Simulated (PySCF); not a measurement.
Species: C₃H₉PSi.
Cartesian coordinates in Å at the PBE0-D3(BJ)/def2-SVP level; atoms count from 1:
```
atom  x, y, z in Å
P1     1.8249   -1.7529    0.9650
Si2    0.9630   -0.4114   -0.6480
C3    -0.8407   -0.1165   -0.2769
C4    -1.5363    1.1338   -0.7579
C5    -1.2428    0.9676    0.6957
H6     1.8133   -0.7164    1.9492
H7     3.1825   -1.5075    0.5915
H8     1.1504   -1.1136   -1.9559
H9     1.6477    0.9198   -0.7236
H10   -1.4608   -1.0200   -0.2513
H11   -0.9543    1.8699   -1.3209
H12   -2.5724    1.0399   -1.0952
H13   -0.4569    1.5894    1.1367
H14   -2.0733    0.7578    1.3752
```

The closed-shell ground state was solved at several levels (PySCF, density fitting, gas phase, non-relativistic).

| level | basis functions | HOMO (eV) | LUMO (eV) | gap (eV) | dipole (D) |
| --- | --- | --- | --- | --- | --- |
| PBE0/def2-TZVP | 221 | -7.35 | 0.45 | 7.80 | 1.15 |
| KT3/pcSseg-1 | 144 | -6.33 | -0.27 | 6.06 | 1.19 |
| wB97X-D/pcSseg-1 | 144 | -9.21 | 2.28 | 11.49 | 1.35 |
| B97-2/pcSseg-1 | 144 | -7.15 | 0.56 | 7.71 | 1.29 |
| PBE0/aug-cc-pVDZ | 204 | -7.35 | -0.16 | 7.19 | 1.17 |
| PBE0/def2-SVP | 123 | -7.31 | 0.84 | 8.15 | 1.22 |
| B3LYP/pcSseg-1 | 144 | -7.15 | 0.39 | 7.54 | 1.21 |
| HF/pcSseg-1 | 144 | -9.89 | 3.70 | 13.59 | 1.35 |
| BP86/pcSseg-1 | 144 | -6.37 | -0.36 | 6.01 | 1.28 |
| mPW1PW91/pcSseg-1 | 144 | -7.41 | 0.58 | 7.99 | 1.31 |
| LC-wPBE/pcSseg-1 | 144 | -9.99 | 2.74 | 12.73 | 1.37 |

Task: Estimate the row for OPBE/pcSseg-1, a basis of 144 functions; the other rows only guide the guess.

Result: HOMO -6.27 eV, LUMO -0.14 eV, gap 6.13 eV, dipole 1.36 D.

Task: Over all these levels, which gives the widest orbital gap and which the narrowest?

Result: HF/pcSseg-1 (Hartree–Fock, all exact exchange) has the widest, 13.59 eV, and BP86/pcSseg-1 (GGA) the narrowest, 6.01 eV. The two share the basis. From the narrowest to the widest the HOMO moves by -3.52 eV and the LUMO by +4.06 eV.

Task: How much does the basis alone move the frontier levels among the 3 PBE0 rows?

Result: The HOMO by 0.04 eV and the LUMO by 1.00 eV. By rising basis size (HOMO, LUMO in eV): def2-SVP -7.31, 0.84; aug-cc-pVDZ -7.35, -0.16; def2-TZVP -7.35, 0.45.

Task: In the pcSseg-1 basis, how does the gap go with the fixed share of exact exchange?

Result: BP86 (0 %) 6.01 eV; KT3 (0 %) 6.06 eV; OPBE (0 %) 6.13 eV; B3LYP (20 %) 7.54 eV; B97-2 (21 %) 7.71 eV; mPW1PW91 (25 %) 7.99 eV; HF (100 %) 13.59 eV. Each rise in the share widens the gap here.

Task: How far do the dipole and the HOMO energy spread over the levels?

Result: The dipole runs from 1.15 to 1.37 D (mean 1.27 D) and the HOMO from -9.99 to -6.27 eV.

One conformer stands for the species.
